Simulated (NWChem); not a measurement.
System: C2H6AlClO; SMILES CC[O][AlH][Cl]

Parts of the log:

```
             Northwest Computational Chemistry Package (NWChem) 7.3.0
             --------------------------------------------------------

                             Geometry "geometry" -> ""
                             -------------------------

 Output coordinates in angstroms (scale by  1.889725989 to convert to a.u.)

  No.       Tag          Charge          X              Y              Z
 ---- ---------------- ---------- -------------- -------------- --------------
    1 Al                  13.0000    -0.60642500    -0.49148100    -0.01355900
    2 H                    1.0000    -2.15972100    -0.18710000    -0.00839000
    3 Cl                  17.0000     0.06610000    -2.49097500    -0.01026900
    4 O                    8.0000     0.61763100     0.68733500    -0.02401100
    5 C                    6.0000     0.86126100     2.07087700    -0.01729000
    6 C                    6.0000    -0.40166200     2.92314500     0.03330100
    7 H                    1.0000     1.51248000     2.31206400     0.85503600
    8 H                    1.0000     1.45432000     2.33173100    -0.92479200
    9 H                    1.0000    -0.99306400     2.70745200     0.94765400
   10 H                    1.0000    -0.14811400     4.00294300     0.03923500
   11 H                    1.0000    -1.05018700     2.73059300    -0.84676600

 Effective nuclear repulsion energy (a.u.)     259.7194778208

                                 NWChem DFT Module
                                 -----------------

 Summary of "ao basis" -> "ao basis" (spherical)
 ------------------------------------------------------------------------------
       Tag                 Description            Shells   Functions and Types
 ---------------- ------------------------------  ------  ---------------------
 Al                         6-311g**                12       26   6s5p1d
 H                          6-311g**                 4        6   3s1p
 Cl                         6-311g**                12       26   6s5p1d
 O                          6-311g**                 8       18   4s3p1d
 C                          6-311g**                 8       18   4s3p1d

[...]

                                NWChem TDDFT Module
                                -------------------

            General Information
            -------------------
           No. of orbitals :     284
            Alpha orbitals :     142
             Beta orbitals :     142
        Alpha frozen cores :       0
         Beta frozen cores :       0
     Alpha frozen virtuals :       0
      Beta frozen virtuals :       0
         Spin multiplicity :       1
    Number of AO functions :     142
        Use of symmetry is : off
      Symmetry adaption is : off
         Schwarz screening :  0.10D-07

              XC Information
              --------------
                  B3LYP Method XC Potential
              Hartree-Fock (Exact) Exchange   0.20
                 Slater Exchange Functional   0.80 local
             Becke 1988 Exchange Functional   0.72 non-local
       Lee-Yang-Parr Correlation Functional   0.81
           VWN I RPA Correlation Functional   0.19 local

             TDDFT Information
             -----------------
          Calculation type : Tamm-Dancoff TDDFT
         Wavefunction type : Restricted singlets
          No. of electrons :      56
           Alpha electrons :      28
            Beta electrons :      28
              No. of roots :       6
          Max subspacesize :    5200
            Max iterations :     100
               Target root :       1
           Target symmetry : none
             Energy Cutoff :-0.18D+02
      Symmetry restriction : off
                 Algorithm : Optimal
        Davidson threshold :  0.10D-03

    6 smallest eigenvalue differences (eV)
--------------------------------------------------------
  No. Spin  Occ  Vir  Irrep   E(Occ)    E(Vir)   E(Diff)
--------------------------------------------------------
    1    1    3   29 a       -19.114    -0.039   519.060
    2    1    3   30 a       -19.114    -0.016   519.691
    3    1    3   31 a       -19.114     0.023   520.738
    4    1    3   32 a       -19.114     0.057   521.665
    5    1    3   33 a       -19.114     0.060   521.748
    6    1    3   34 a       -19.114     0.081   522.321
--------------------------------------------------------

  Entering Davidson iterations
  Restricted singlet excited states

  Iter   NTrls   NConv    DeltaV     DeltaE      Time
  ----  ------  ------  ---------  ---------  ---------
    1      6       0     0.86E-01   0.10+100       18.7
    2     12       0     0.15E-01   0.16E-02       18.8
    3     18       0     0.13E-02   0.82E-04       18.8
    4     24       3     0.41E-03   0.22E-05       18.9
    5     27       6     0.44E-04   0.13E-07       15.9
  ----  ------  ------  ---------  ---------  ---------
  Convergence criterion met

  Ground state a        -857.884686333109 a.u.

  ----------------------------------------------------------------------------
  Root   1 singlet a             19.021418314 a.u.              517.5993 eV
  ----------------------------------------------------------------------------
     Transition Moments    X  0.00009   Y -0.00014   Z  0.02863
     Dipole Oscillator Strength                    0.0103939507
     Electric Quadrupole                           0.0000967078
     Magnetic Dipole                               0.0001534678
     Total Oscillator Strength                     0.0106441264

[...]
```

Level: B3LYP/6-311G** (spherical d), restricted-window TDA. All runs use the structure optimised with PBE-D3(BJ)/def2-SVP. The quadrupole and magnetic terms of the printed total strengths depend on the origin.

Which NWChem input produces such a log?

One answer among several that fit: the input that was run:
```
start job
memory heap 200 mb stack 900 mb global 1100 mb
geometry units angstroms noautosym nocenter noautoz
  Al    -0.606425    -0.491481    -0.013559
  H     -2.159721    -0.187100    -0.008390
  Cl     0.066100    -2.490975    -0.010269
  O      0.617631     0.687335    -0.024011
  C      0.861261     2.070877    -0.017290
  C     -0.401662     2.923145     0.033301
  H      1.512480     2.312064     0.855036
  H      1.454320     2.331731    -0.924792
  H     -0.993064     2.707452     0.947654
  H     -0.148114     4.002943     0.039235
  H     -1.050187     2.730593    -0.846766
end
basis spherical
  * library 6-311g**
end
dft
  xc b3lyp
  iterations 150
end
tddft
  cis
  ecut -17.5
  nroots 6
  notriplet
end
task tddft energy
```
